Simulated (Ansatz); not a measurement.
Consider the redistribution: `CO[SiH](O)[GeH2][OH]` + `C=CC([SiH3])=S` → `C=C[SiH](O)[GeH2][OH]` + `COC([SiH3])=S`.

Program: Ansatz. Geometries: PBE0-D4/def2-TZVP. ΔE: electronic, gas phase. CCSD(T)/CBS adds triple-zeta CCSD(T) − MP2 to the extrapolated MP2 energy (def2 sets, frozen cores). DFT in def2-TZVPP. B3LYP here is the variant with VWN-RPA as its local correlation; programs differ in this. For Ge outer-core shells are correlated without core-valence functions, which leaves a few kJ/mol of doubt a bond. Scalar relativity is left out up to krypton. Each species was taken in one conformer, which may not be the lowest.

```
          level  ΔE (kJ/mol)
        ωB97X-V        111.0
            PBE         99.9
          B3LYP        117.0
  HF/def2-TZVPP        133.3
 MP2/def2-TZVPP        123.7
CCSD/def2-TZVPP        122.5
   HF/CBS(def2)        134.0
 CCSD/CBS(def2)        123.9
```

What does CCSD(T)/CBS give? (Estimate.)

Computed: +120.9 kJ/mol. The listed levels differ from it by -9.9, -21.0, -3.9, 12.4, 2.8, 1.6, 13.1, 3.0 kJ/mol.

Largest T1 diagnostic among the species: 0.017.

From PBE to PBE0 (25 % exact exchange), in def2-TZVPP and without D4, ΔE moves by +8.5 kJ/mol. In def2-TZVPP, CCSD(T) changes the Hartree–Fock value by −13.8 kJ/mol (the triples alone add −3.0 kJ/mol) and MP2 by −9.5 kJ/mol.
